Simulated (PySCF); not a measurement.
Levels of Xe(35+) from EOM-EA-GCCSD

Reference: closed-shell Xe(36+), [Ar]; one electron is added. Calculated with PySCF 2.14, two-component X2C-1e with screened spin-orbit coupling, an uncontracted even-tempered set (18 s from 2.4 bohr⁻², ratio 2.6; 14 p from 3.1 bohr⁻², ratio 2.6; 6 d from 3.2 bohr⁻², ratio 2.8; 3 f from 55 bohr⁻², ratio 2.8); frozen [Ne]; the 62 highest virtual spinors dropped; of the others 50 kept and the rest restored at second order. No Breit or QED terms. Binding energies in eV.

```tsv
level	Koopmans	second order	EOM-CCSD
3d3/2	2297.9	2299.2	2298.9
3d5/2	2281.0	2282.2	2281.9
```

For comparison, the ionisation energy of Xe(35+) is 2300 ± 5 eV (theoretical estimate listed by NIST; NIST Atomic Spectra Database, ionization energies).

Only part of the computed levels is shown.
